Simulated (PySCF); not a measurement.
Run record: excited-state job, `C[C+](C)CS(=O)(=O)[O-]`.

Method: TDDFT PBE0/def2-SVPD, vertical, gas phase, core orbitals frozen in the response (PySCF 2.14.0, density-fitted response routines). Geometry: GFN2-xTB. A driver script takes a list of jobs; this job's settings line and coordinates (Å) are shown.

Command:
```bash
OMP_NUM_THREADS=1 python probes_run.py task.json out
```

Input:
```
{"job": {"kind": "uv", "xc": "PBE0", "basis": "def2-SVPD", "nstates": 6, "ntriplets": 2}, "charge": 0, "multiplicity": 1}
C     -1.237527    -1.127707     0.405540
C     -0.516478    -0.146312    -0.426030
C     -1.062503     1.211597    -0.599047
C      0.751859    -0.427696    -0.861661
S      1.733985     0.228679     0.810240
O      1.214023    -0.622448     1.839621
O      3.037714    -0.080510     0.310670
O      1.374061     1.614801     0.872726
H     -0.681434    -1.197122     1.347476
H     -1.223585    -2.120944    -0.038836
H     -2.260276    -0.830668     0.615033
H     -0.466627     1.862065     0.051929
H     -0.924297     1.578230    -1.614025
H     -2.107931     1.284029    -0.317037
H      1.242791     0.225280    -1.566839
H      1.118627    -1.442330    -0.841173
```

Output:
```
coarse grid: 14192 points
cycle   1  E = -779.6502241895  dE =  1.985e+00  |g| = 1.220e+00  |ddm| = 8.061e+00
cycle   2  E = -777.7552493331  dE =  1.895e+00  |g| = 2.835e+00  |ddm| = 6.926e+00
cycle   3  E = -779.8100090590  dE = -2.055e+00  |g| = 6.413e-01  |ddm| = 6.265e+00
cycle   4  E = -779.9349373037  dE = -1.249e-01  |g| = 1.386e-01  |ddm| = 1.347e+00
cycle   5  E = -779.9383410336  dE = -3.404e-03  |g| = 8.994e-02  |ddm| = 5.234e-01
cycle   6  E = -779.9398304605  dE = -1.489e-03  |g| = 3.721e-02  |ddm| = 1.720e-01
cycle   7  E = -779.9400836050  dE = -2.531e-04  |g| = 1.227e-02  |ddm| = 5.664e-02
cycle   8  E = -779.9401181554  dE = -3.455e-05  |g| = 2.638e-03  |ddm| = 2.782e-02
cycle   9  E = -779.9401196347  dE = -1.479e-06  |g| = 1.314e-03  |ddm| = 7.360e-03
final grid: 133184 points
cycle  10  E = -780.0460217578  dE = -3.833e-05  |g| = 1.109e-02  |ddm| = 2.838e-01
cycle  11  E = -780.0459687418  dE =  5.302e-05  |g| = 1.824e-02  |ddm| = 5.601e-02
cycle  12  E = -780.0460514525  dE = -8.271e-05  |g| = 2.267e-03  |ddm| = 3.252e-02
cycle  13  E = -780.0460525045  dE = -1.052e-06  |g| = 5.835e-04  |ddm| = 3.972e-03
cycle  14  E = -780.0460525615  dE = -5.706e-08  |g| = 2.305e-04  |ddm| = 8.555e-04
cycle  15  E = -780.0460525724  dE = -1.082e-08  |g| = 3.473e-05  |ddm| = 3.913e-04
cycle  16  E = -780.0460525726  dE = -2.663e-10  |g| = 1.545e-05  |ddm| = 1.695e-04
converged SCF energy = -780.0460525726

Static polarisability (au): isotropic 81.159, principal 67.853 74.760 100.865

Singlet excitations
state   eV       nm        f      main configurations
  1   3.5218    352.0   0.00001   H->L 0.99
  2   4.8205    257.2   0.01101   H-2->L 0.98
  3   4.8722    254.5   0.10416   H-3->L 0.48, H-1->L 0.46
  4   5.1677    239.9   0.18991   H-3->L 0.49, H-1->L 0.49
  5   5.8123    213.3   0.01394   H-4->L 0.98
  6   6.0181    206.0   0.02337   H-5->L 0.95

Triplet excitations (Tamm-Dancoff, eV): 3.2948 3.3492
```

The SCF starts on a coarse grid where the log names one; the energy can jump when the final grid takes over, and dE then counts from the start density on the new grid. H and L stand for HOMO and LUMO; the number after each pair is its weight.

Problem. How does the lowest singlet excitation compare with the HOMO–LUMO gap?

Solution. HOMO -8.15 eV and LUMO -3.20 eV give a gap of 4.95 eV; S1 at 3.52 eV lies 1.43 eV below it.

Problem. Which computed singlet has the largest oscillator strength, and what do all of them sum to?

Solution. State 4 at 5.17 eV (240 nm), f = 0.190; the 6 states sum to 0.342.

Summary of the converged run: HOMO -8.15 eV, LUMO -3.20 eV; lowest singlet 3.52 eV; lowest triplet 3.29 eV (Tamm–Dancoff); mean polarisability 81.2 au.

Problem. Estimate the wall time. Hardware: AMD EPYC 9R14, one thread, on a shared host. And the peak memory of the process?

Solution. About 30 s, with 0.98 GiB resident at the peak, the Python interpreter and its libraries included.

One conformer stands for the species.
Labels such as C1 count atoms from 1, the log's own numbers from 0.
